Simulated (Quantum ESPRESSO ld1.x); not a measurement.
Question: These are the eigenvalues of the occupied orbitals of an atom or ion with whole-number occupations (hartree). Method: Dirac Kohn-Sham, LDA (Slater exchange, VWN5 correlation), spin-unpolarised, spherical densities, point nucleus; computed with ld1.x of Quantum ESPRESSO 7.5.

orbital  eigenvalue
1s1/2      -2548.83
2s1/2      -440.141
2p1/2      -421.029
2p3/2      -371.366
3s1/2      -101.785
3p1/2      -93.2603
3p3/2      -82.5243
3d3/2      -68.1304
3d5/2      -65.7940
4s1/2      -21.4289
4p1/2      -17.8954
4p3/2      -15.3985
4d3/2      -9.58649
4d5/2      -9.12642
5s1/2      -3.48396
5p1/2      -2.43505
5p3/2      -2.07120
4f5/2      -1.84735
4f7/2      -1.76499
5d3/2      -0.74962

Which element is it, and in what charge state? The configuration may be excited. Open shells, if any, fill j = l - 1/2 first.

Answer: Z = 74, tungsten, charge +2: W2+ in [Xe] 4f14 5d4. The list shows which subshells hold electrons but not how many an open one holds; the 1s level, -2548.8 hartree, gives Z - s = 71.4 by -(Z - s)^2/2, which with screening and relativity narrows Z to a few neighbours, and the depths of the outer levels then fix element, charge and occupations together.
